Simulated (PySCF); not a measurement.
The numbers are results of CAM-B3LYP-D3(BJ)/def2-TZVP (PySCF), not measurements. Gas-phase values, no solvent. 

Reference species (SMILES): `NB=B` (neutral, multiplicity 1).

| Item | Result |
|---|---|
| LUMO | -1.44 eV |
| HOMO–LUMO gap | 4.80 eV |
| HOMO | -6.24 eV |

Changed species: `B=NB`.

Give the shifts of the LUMO, HOMO–LUMO gap and HOMO.

the LUMO rises by 0.94 eV, to -0.50 eV; the HOMO–LUMO gap goes up by 3.88 eV, to 8.68 eV; the HOMO decreases by 2.94 eV, to -9.18 eV.
